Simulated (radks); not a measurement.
Q: Calculated with a radial shooting solver on a logarithmic mesh with Libxc functionals: non-relativistic Kohn-Sham, LB94 model potential, spin-polarised, spherical densities, point nucleus; open shells are filled with parallel spins first (spin-orbit coupling, left out, can overturn this in heavy ions). Response by self-consistent Sternheimer equations with the Hartree and adiabatic LDA kernel. For heavy and open-shell atoms this level of theory can miss by tens of per cent. Rank Ar+, Rb3+, Cd, Ti+, Ar3+, Cu+, Co2+, Al+ (NIST ground configurations) by static dipole polarisability, largest first.

A: Cd 39.77, Ti+ 37.94, Al+ 21.67, Ar+ 7.083, Cu+ 5.731, Rb3+ 5.049, Ar3+ 3.642, Co2+ 3.134 bohr^3.
